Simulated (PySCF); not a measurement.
## Gallium: a sound run and one with changed settings

Sound run: Ga+ [Ar] 3d10 4s2, Ga(2+) [Ar] 3d10 4s1. Computed with PySCF 2.14 in cc-pVTZ-DK (6s5p3d1f, 43 functions), with the spin-free X2C one-electron Hamiltonian (Gaussian nucleus). In the sound run the correlated levels freeze [Ar] 3d10. The sound run starts from symmetry-adapted Hartree-Fock orbitals and uses a fine grid where one is needed.

Changed run: all electrons correlated in a basis built for the valence shell.

```json
{"species": "Ga+", "method": "MP2", "sound run (hartree)": "-1941.99728", "changed run (hartree)": "-1942.11273", "converged": "yes"}
{"species": "Ga(2+)", "method": "MP2", "sound run (hartree)": "n/a", "changed run (hartree)": "-1941.38326", "converged": "yes"}
```

Ionisation energy of Ga+:

| method | sound run (eV) | changed run (eV) |
| --- | --- | --- |
| UHF | 18.772 | 18.772 |
| MP2 | 19.475 | 19.850 |
| SCS-MP2 | 19.615 | 19.944 |

A valence basis has no tight correlating functions, so it recovers only part of the core correlation, and not evenly between atom and ion.

For comparison, NIST gives 20.515 eV between the lowest levels.
